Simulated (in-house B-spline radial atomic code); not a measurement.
Checks on a self-consistent run for the zinc ion Zn²⁺, [Ne] 3s2 3p5 3d10 5d1. Computed with a B-spline radial code for spherical atoms: Dirac-Hartree-Fock, average of configuration, Fermi nucleus of rms radius 3.9283 fm.

| orbital | q | ε (Eh) | <1/r> | <r²> | small-component weight |
| --- | --- | --- | --- | --- | --- |
| 1s1/2 | 2 | -359.38315 | 30.2345 | 0.00340085 | 0.011738 |
| 2s1/2 | 2 | -46.84599 | 6.65489 | 0.0597266 | 0.0022615 |
| 2p1/2 | 2 | -41.25129 | 6.57432 | 0.0471882 | 0.0022232 |
| 2p3/2 | 4 | -40.36144 | 6.41987 | 0.0486897 | 0.0021844 |
| 3s1/2 | 2 | -7.14135 | 2.09517 | 0.527983 | 0.00049552 |
| 3p1/2 | 1.6667 | -5.39529 | 1.97364 | 0.573529 | 0.00045327 |
| 3p3/2 | 3.3333 | -5.27426 | 1.9393 | 0.588783 | 0.00044419 |
| 3d3/2 | 4 | -2.15791 | 1.61254 | 0.819329 | 0.00032438 |
| 3d5/2 | 6 | -2.14168 | 1.60271 | 0.829173 | 0.00032146 |
| 5d3/2 | 0.4 | -0.26242 | 0.175806 | 66.2241 | 1.0135e-05 |
| 5d5/2 | 0.6 | -0.26216 | 0.175636 | 66.3753 | 1.0142e-05 |

Electron-electron repulsion V_ee = 670.5225 hartree.

**Question.** What total energy follows from the eigenvalues?

**Answer.** The eigenvalues count the repulsion twice, so E = Σqε - V_ee = -1119.006 - 670.523 = -1789.529 hartree; the run printed -1789.529.

**Question.** Does the Dirac virial theorem hold?

**Answer.** For a point nucleus E = -2c²Σq·w, with w the small-component weight. Here Σq·w = 0.047647 and c = 137.0360, so the ratio E/(-2c²Σq·w) is 1.000010; the finite nucleus accounts for the departure from 1.

**Question.** What diamagnetic shielding (Lamb formula) and susceptibility (Langevin formula) do the radii give?

**Answer.** σ = (α²/3)Σq<1/r> = 142.793/(3·137.036²) = 2534.6 ppm, and χ = -0.79199×10⁻⁶·Σq<r²> = -62.53×10⁻⁶ cm³/mol with Σq<r²> = 78.957 bohr². Both are non-relativistic formulas without the paramagnetism of open shells.
